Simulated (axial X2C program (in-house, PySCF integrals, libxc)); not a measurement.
**Nuclear properties of TaCN**

Computed with an in-house all-electron X2C program for linear molecules (integrals from PySCF): two-component X2C with atomic mean-field Coulomb and Gaunt terms, Gaussian nuclei, basis Ta dyall-v3z, C dyall-v3z, N dyall-av3z with contracted cores.

Ta–C–N held linear, with bonds 2.101 and 1.162 Å (near the PBE0 minimum at charge 0 of the determinant lowest at the starting distance; the state shown can have its own minimum elsewhere, held linear; other orders of the atoms were not compared).

Input and command:
```json
{"zs": [73, 6, 7], "q": 0, "bas": ["dyall-v3z", "dyall-v3z", "dyall-av3z"], "r0": [2.16, 1.16], "symm": 0, "scan": ["PBE0", "HF", "BHandHLYP"], "levels": ["PBE0", "HF", "B3LYP"], "nst": 2}
```
```bash
python solin.py task.json out
```

Keys: zs atomic numbers; q charge; bas basis sets; r0 starting distance in Å; symm equal bonds; scan levels of the two-bond scan; levels methods; nst determinants followed.

Determinant lowest in the PBE0 search, Ω = 1 (⟨Sz⟩ = 1.98, ⟨Lz⟩ = -0.98 at PBE0), spin on the atoms Ta 1.98, C -0.05, N 0.05:

| level | Eeff magnitude (GV/cm) | Ws magnitude Ta (kHz) | A∥/gI Ta (MHz) | qzz Ta (a.u.) | A∥/gI C (MHz) | qzz C (a.u.) | A∥/gI N (MHz) | qzz N (a.u.) | μ (D) |
| --- | --- | --- | --- | --- | --- | --- | --- | --- | --- |
| PBE0 | 28.3 | 26.1 | 4210 | -0.40 | -4.92 | -0.56 | -37.1 | -1.17 | -5.95 |
| HF | 30 | 27.8 | 3820 | -2.49 | -17.7 | -0.69 | -25.5 | -1.35 | -6.23 |
| B3LYP | 30.6 | 28.4 | 4300 | -0.19 | 4.44 | -0.58 | -36.9 | -1.19 | -5.85 |

Determinant 0.16 eV from it at PBE0 and this distance, Ω = 4 (⟨Sz⟩ = 1.97, ⟨Lz⟩ = 2.03 at PBE0), spin on the atoms Ta 1.95, C -0.10, N 0.12:

| level | Eeff magnitude (GV/cm) | Ws magnitude Ta (kHz) | A∥/gI Ta (MHz) | qzz Ta (a.u.) | A∥/gI C (MHz) | qzz C (a.u.) | A∥/gI N (MHz) | qzz N (a.u.) | μ (D) |
| --- | --- | --- | --- | --- | --- | --- | --- | --- | --- |
| PBE0 | 29.8 | 7.14 | 1540 | -6.18 | -2 | -0.56 | -2.49 | -1.10 | -6.30 |
| HF | 39.6 | 9.59 | 1310 | -7.59 | -7.08 | -0.68 | -0.0239 | -1.28 | -5.98 |
| B3LYP | 32.7 | 7.93 | 1490 | -5.70 | 0.738 | -0.58 | -1.45 | -1.13 | -6.18 |

Eeff is the effective electric field on the electron electric dipole moment in this Ω state and Ws the scalar–pseudoscalar constant of the nucleus named (defined with the proton number Z and per Ω); A∥ (defined per Ω) follows by multiplying with gI = μI/(I μN); qzz is the electric field gradient, eQq0 = 234.96 MHz × Q/barn × qzz; μ is positive if the N end (last atom) is positive. The operators were transformed with the bare-nucleus X2C matrices; with these basis sets, hyperfine constants and field gradients can be off by tens of per cent, and where levels differ in sign neither size nor sign is settled.

Problem. With gI(181Ta) = 0.6773, gI(14N) = 0.4038, Q(14N) = 0.02044 barn (g factors from the IAEA table of nuclear moments by Stone; Q from Pyykkö, Mol. Phys. 2018), turn the PBE0 values of the first state into constants in MHz.

Solution. A∥(181Ta) = 4210 × 0.6773 = 2850 MHz; A∥(14N) = -37.1 × 0.4038 = -15 MHz; eQq0(14N) = 234.96 × (0.02044) × (-1.17) = -5.62 MHz.

The molecule was held linear; bending was not examined, so a bent shape may lie lower.

Each state is one determinant with collinear spin, which with several unpaired electrons need not be a pure state. Unrestricted Hartree–Fock can overshoot spin polarisation at the nuclei. With several open shells hyperfine constants can be off by a factor of several. Open-shell Ω = 0 determinants with evenly filled partner blocks cannot be reached by this program, so the Ω shown need not be the lowest component. At HF a later determinant lies lower. States lie within half an eV, so the first need not be the ground state. Where a field gradient or hyperfine factor spreads by more than a factor of two over the levels, a constant derived from it is not to be relied on. PBE0 term energies can be off by some tenths of an eV.
